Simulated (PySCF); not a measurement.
Compound: C₆H₁₁NOSi.
Atom-mapped SMILES: `[O:1]=[C:2]=[N:3][SiH:4]1[CH2:5][CH2:6][CH2:7][CH2:8][CH2:9]1`

Cartesian coordinates in Å at the PBE0-D3(BJ)/def2-SVP level; atoms count from 1:
```xyz
20
C6H11NOSi angstrom
O      5.2762    1.4003   -0.3035
C      4.1978    1.0719    0.0080
N      3.0943    0.7367    0.3229
Si     1.5000    0.2480    0.7825
C      0.8504   -1.0942   -0.3525
C     -0.6600   -1.2695   -0.1419
C     -1.4634    0.0189   -0.3273
C     -1.1562    1.1142    0.6956
C      0.2774    1.6584    0.6151
H      1.5681   -0.2332    2.1963
H      1.3890   -2.0438   -0.2021
H      1.0531   -0.7824   -1.3929
H     -1.0435   -2.0385   -0.8332
H     -0.8493   -1.6627    0.8739
H     -1.2866    0.4131   -1.3452
H     -2.5377   -0.2217   -0.2781
H     -1.8732    1.9421    0.5658
H     -1.3442    0.7153    1.7094
H      0.4524    2.4376    1.3743
H      0.4451    2.1363   -0.3669
```

NICS is the negative of the GIAO shielding at a point without a nucleus: at the ring centre (0) and 1 Å above and below it (1); zz is the component along the ring normal. Level: GIAO B3LYP/pcSseg-1 (PySCF, non-relativistic, gas phase) on the PBE0-D3(BJ)/def2-SVP geometry, one conformer.

Ring bond lengths (Å): Si4–C5 1.874, C5–C6 1.535, C6–C7 1.530, C7–C8 1.530, C8–C9 1.535, C9–Si4 1.874.

**Question.** Give the NICS values of each ring in ppm.

**Answer.** 
| ring | type | NICS(0) | NICS(1), two faces | NICS(1)zz, two faces | rms pucker (Å) | centre to ring atoms, mean (Å) |
| --- | --- | --- | --- | --- | --- | --- |
| Si4–C5–C6–C7–C8–C9 | 6-membered ring with Si; formal bonds all single | -2.1 | -1.9 / -2.2 | 4.6 / 2.6 | 0.24 | 1.59 |

**Question.** What can be read from them?

**Answer.** 
- Si4–C5–C6–C7–C8–C9: mean NICS(1)zz 3.6 ppm, deshielded. Si4, C5, C6, C7, C8, C9 have four or more neighbours, so the value isn't read as a sign of a π ring current.

**Question.** What field does 11.7 T along the ring normal induce along that normal at the second NICS(1) probe listed for ring Si4–C5–C6–C7–C8–C9, 1 Å off the ring?

**Answer.** NICSzz × B0 = 2.6 ppm × 11.7 T = 30 μT, along the applied field.

**Question.** List the ring angles.

**Answer.** 
- Si4–C5–C6–C7–C8–C9: Si4 105.0°, C5 109.9°, C6 113.8°, C7 114.6°, C8 114.0°, C9 109.7°; sum 667.0° against 720° for a flat convex ring.

**Question.** How do the values depend on the level or the medium?

**Answer.** 
```csv
level,"NICS(0), Si4–C5–C6–C7–C8–C9","mean NICS(1)zz, Si4–C5–C6–C7–C8–C9"
"B3LYP/pcSseg-1, gas",-2.1,3.6
"PBE0/pcSseg-1, gas",-2.3,3.5
```

The geometry is the same throughout.
